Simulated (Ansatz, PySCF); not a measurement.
The pair A = SiH4 (SMILES [SiH4]) (first 5 atoms), B = PH3 (SMILES P); geometry from B3LYP-D3(BJ)/def2-TZVP.
(charge 0, multiplicity 1):
```xyz
9

Si    -0.22715    -0.01712     0.00445
H     -0.54674     1.34544     0.48455
H     -1.15567    -0.98986     0.62142
H      1.16441    -0.35825     0.37385
H     -0.37105    -0.06597    -1.46884
P      0.16831     0.11784     4.09951
H      0.87470     0.98220     3.22470
H      0.46239    -1.03718     3.33070
H     -1.07282     0.33701     3.44925
```

Rows in 6-31G* carry no dispersion term and start afresh at each structure (6-31G* with six Cartesian d functions). MP2/6-31G* freezes PySCF's default core.

Programs: Ansatz (a first-principles code); PySCF for 6-31G* rows. 

Total energies (hartree), monomers frozen at their geometry in the pair:

| structure | HF/aug-cc-pV(D+d)Z | B3LYP/def2-TZVPPD | MP2/6-31G* |
|---|---|---|---|
| AB | -633.7266240 | -635.0940337 | -633.8591294 |
| A in the pair's basis | -291.2505376 | -291.9173221 | -291.3074406 |
| B in the pair's basis | -342.4775445 | -343.1778593 | -342.5524910 |
| A | -291.2503248 | -291.9172961 | -291.3071065 |
| B | -342.4774585 | -343.1777822 | -342.5515767 |

### Question
Work out the interaction energy without and with the counterpoise correction, and the superposition error, for each level.

### Answer

E(AB) − E(A) − E(B), times 627.509 kcal/mol, with the monomers in their own basis and then in the pair's basis:
- HF/aug-cc-pV(D+d)Z: 0.73 uncorrected, 0.91 corrected; the monomers gain 0.19 kcal/mol from borrowed functions
- B3LYP/def2-TZVPPD: 0.66 uncorrected, 0.72 corrected; the monomers gain 0.06 kcal/mol from borrowed functions
- MP2/6-31G*: -0.28 uncorrected, 0.50 corrected; the monomers gain 0.78 kcal/mol from borrowed functions
